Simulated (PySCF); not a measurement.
# A survey of ²⁹Si NMR shifts

- NMR shieldings at PBE0/pcSseg-1/GIAO
- GFN2-xTB geometry
- program: PySCF 2.14
- rapidly exchanging positions averaged, a single conformation, in vacuum, non-relativistic Hamiltonian

Shieldings were converted by a linear fit to measured shifts: ²⁹Si (scatter 8.9 ppm rms, 25.8 ppm with the 6 outliers that the fit left out vs TMS, solution or neat liquid). Occasional misses reach two or three times the rms, and more in compound classes unlike the fitted ones.

Task: Give the ²⁹Si shifts of `C=C1C=CC[Si@@H]([SiH3])[SiH2]1`, `[H]/N=C\C(=C/[SiH2][SiH3])C[SiH3]`, `C#C[Si@@H]1[SiH2]C[C@H]1C[SiH3]`, `C#CC[C@H]1CCS[SiH2]1`, `C=C=C(C#C[SiH2]C)CC=C`, `C=C=C(C#C[SiH2]C)C1CC1`.

Result: 
```
                                                       compound                                              environment  δ (ppm)
 [CH2:1]=[C:2]1[CH:3]=[CH:4][CH2:5][Si@@H:6]([SiH3:7])[SiH2:8]1  Si8: silicon bonded to C, Si, 2 H, in a 6-membered ring    -74.1
 [CH2:1]=[C:2]1[CH:3]=[CH:4][CH2:5][Si@@H:6]([SiH3:7])[SiH2:8]1  Si6: silicon bonded to C, 2 Si, H, in a 6-membered ring    -81.2
 [CH2:1]=[C:2]1[CH:3]=[CH:4][CH2:5][Si@@H:6]([SiH3:7])[SiH2:8]1                           Si7: silicon bonded to Si, 3 H   -101.4
[H]/[N:1]=[CH:2]\[C:3](=[CH:4]/[SiH2:5][SiH3:6])[CH2:7][SiH3:8]                            Si8: silicon bonded to C, 3 H    -59.7
[H]/[N:1]=[CH:2]\[C:3](=[CH:4]/[SiH2:5][SiH3:6])[CH2:7][SiH3:8]                        Si5: silicon bonded to C, Si, 2 H    -85.2
[H]/[N:1]=[CH:2]\[C:3](=[CH:4]/[SiH2:5][SiH3:6])[CH2:7][SiH3:8]                           Si6: silicon bonded to Si, 3 H   -102.7
   [CH:1]#[C:2][Si@@H:3]1[SiH2:4][CH2:5][C@H:6]1[CH2:7][SiH3:8]  Si3: silicon bonded to 2 C, Si, H, in a 4-membered ring    -37.0
   [CH:1]#[C:2][Si@@H:3]1[SiH2:4][CH2:5][C@H:6]1[CH2:7][SiH3:8]  Si4: silicon bonded to C, Si, 2 H, in a 4-membered ring    -59.1
   [CH:1]#[C:2][Si@@H:3]1[SiH2:4][CH2:5][C@H:6]1[CH2:7][SiH3:8]                            Si8: silicon bonded to C, 3 H    -69.6
                                           C#CC[C@H]1CCS[SiH2]1        silicon bonded to C, S, 2 H, in a 5-membered ring    -20.5
                                          C=C=C(C#C[SiH2]C)CC=C                               silicon bonded to 2 C, 2 H    -64.4
                                         C=C=C(C#C[SiH2]C)C1CC1                               silicon bonded to 2 C, 2 H    -64.3
```

Task: Match the shifts -23.6, -48.4, -63.6 ppm to `CC(=O)[C@@](C)(C=O)CC[SiH3]`, `C=CCC(=C=S)[SiH2]C`, `CO[C@H]([SiH2]C=C=O)C(C)C`.

Result: -23.6: C=CCC(=C=S)[SiH2]C (silicon bonded to 2 C, 2 H); -48.4: CO[C@H]([SiH2]C=C=O)C(C)C (silicon bonded to 2 C, 2 H); -63.6: CC(=O)[C@@](C)(C=O)CC[SiH3] (silicon bonded to C, 3 H).
